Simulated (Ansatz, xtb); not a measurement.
## CBO3: where a starting geometry ends

The starting geometry of this gas-phase doublet was built from a drawn formula by distance geometry and a force field; its bonds are those of `O=C1O[B]O1`.

```yaml
atoms:
  - { symbol: C, position_ang: [-0.5118, 1.6848, 0.7752] }
  - { symbol: B, position_ang: [1.3113, 1.2982, 0.0453] }
  - { symbol: O, position_ang: [-1.6596, 1.8870, 1.3193] }
  - { symbol: O, position_ang: [0.7808, 1.6518, 1.4029] }
  - { symbol: O, position_ang: [-0.0823, 1.2791, -0.4354] }
```

Predict what becomes of its bonds when it is optimised with r2SCAN-D4/def2-SVP.

It keeps its bonds, and is `O=C1O[B]O1`.

The energy falls by 0.97 eV over 6 steps:

```csv
step,E − E(last) (eV)
1,0.975
2,0.726
3,0.044
4,0.007
5,0.000
6,0.000
```

Final geometry (Å):

```yaml
atoms:
  - { symbol: C, position_ang: [-0.4911, 1.6532, 0.8151] }
  - { symbol: B, position_ang: [1.1856, 1.3129, 0.1072] }
  - { symbol: O, position_ang: [-1.5540, 1.8691, 1.2641] }
  - { symbol: O, position_ang: [0.7812, 1.6680, 1.3947] }
  - { symbol: O, position_ang: [-0.0832, 1.2975, -0.4738] }
```

From the same start GFN2-xTB reaches the same bonding as this run.

The end wasn't checked by frequencies. Open shells are spin-unrestricted. Run with Ansatz 0.2.0, 29 s on 1 thread of Arm Neoverse V2 (shared host).
